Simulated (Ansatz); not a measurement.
Frontier orbitals of CH5AlFNO.

Cartesian coordinates in Å:
```
N 1.520 -1.425 0.250
C 0.419 -0.720 0.060
F -2.196 0.166 -0.411
O 0.414 0.515 0.092
Al -1.210 1.525 -0.188
H 1.499 -2.429 0.219
H 2.394 -0.955 0.427
H -0.504 -1.277 -0.129
H -1.426 2.264 1.204
H -0.910 2.336 -1.524
```

Charge 0, multiplicity 1. The bonds changed during the relaxation, so this is another structure than the one it started from. The structure was optimised at the PBE0-D4/def2-TZVP level. It is one conformer, not always the lowest. Basis def2-TZVPP, Ansatz.

```json
{"functional": "LDA (SPW92)", "HOMO (eV)": "-5.86", "LUMO (eV)": "-2.58", "gap (eV)": "3.28"}
{"functional": "PBE", "HOMO (eV)": "-5.82", "LUMO (eV)": "-2.33", "gap (eV)": "3.49"}
{"functional": "PBE0", "HOMO (eV)": "-7.09", "LUMO (eV)": "-1.23", "gap (eV)": "5.86"}
{"functional": "B3LYP", "HOMO (eV)": "-6.91", "LUMO (eV)": "-1.52", "gap (eV)": "5.39"}
{"functional": "r2SCANh", "HOMO (eV)": "-6.58", "LUMO (eV)": "-1.71", "gap (eV)": "4.87"}
{"functional": "BHLYP", "HOMO (eV)": "-8.33", "LUMO (eV)": "-0.03", "gap (eV)": "8.30"}
{"functional": "ωB97M-V", "HOMO (eV)": "-9.31", "LUMO (eV)": "1.05", "gap (eV)": "10.36"}
{"functional": "HF", "HOMO (eV)": "-10.26", "LUMO (eV)": "2.50", "gap (eV)": "12.76"}
```

A quarter of exact exchange (PBE0) shifts PBE's HOMO by −1.27 eV and its LUMO by +1.10 eV; full exchange at long range (ωB97M-V) shifts them by −3.49 and +3.38 eV. The gap opens from 3.49 to 10.36 eV, since occupied levels lose self-interaction and empty ones feel all the electrons. A positive LUMO is unbound and depends on the basis.

B3LYP here is the variant with VWN-RPA as its local correlation; programs differ in this.
